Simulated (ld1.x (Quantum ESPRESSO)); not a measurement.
**Reading a pseudo-wave (Cu)**

Columns: radius, all-electron u(r) and pseudo u(r) of the 3d shell (level -9.13 eV) of copper in the configuration [Ar] 3d10 4s0.5 4p0; PBE, scalar-relativistic, PAW scheme, ld1.x (Quantum ESPRESSO) 7.5.

| r (bohr) | all-electron | pseudo |
| --- | --- | --- |
| 0.138 | 0.2009 | 0.0070 |
| 0.275 | 0.5997 | 0.0510 |
| 0.413 | 0.8671 | 0.1519 |
| 0.550 | 0.9680 | 0.2999 |
| 0.688 | 0.9614 | 0.4645 |
| 0.825 | 0.9024 | 0.6021 |
| 0.963 | 0.8235 | 0.6825 |
| 1.100 | 0.7420 | 0.6956 |
| 1.238 | 0.6640 | 0.6562 |
| 1.375 | 0.5932 | 0.5931 |
| 1.513 | 0.5293 | 0.5293 |
| 1.650 | 0.4729 | 0.4729 |
| 1.788 | 0.4226 | 0.4226 |
| 1.925 | 0.3784 | 0.3784 |
| 2.062 | 0.3391 | 0.3391 |
| 2.200 | 0.3040 | 0.3040 |
| 2.338 | 0.2727 | 0.2727 |
| 2.475 | 0.2451 | 0.2451 |
| 2.613 | 0.2202 | 0.2202 |
| 2.750 | 0.1981 | 0.1981 |
| 2.888 | 0.1781 | 0.1781 |
| 3.025 | 0.1604 | 0.1604 |
| 3.162 | 0.1445 | 0.1445 |
| 3.300 | 0.1301 | 0.1301 |
| 3.438 | 0.1171 | 0.1171 |
| 3.575 | 0.1056 | 0.1056 |

Problem. How many radial nodes do the two functions have?

Solution. The all-electron 3d function has n − l − 1 = 0; the pseudo-wave has 0.

Problem. At about which radius was the pseudo-wave matched?

Solution. 1.50 bohr, where the columns begin to agree (steps of 0.14 bohr).

Problem. Is the pseudo-wave norm-conserving?

Solution. No, it belongs to a PAW set: the norm inside the radius is not constrained, and the difference is carried by the augmentation charge.
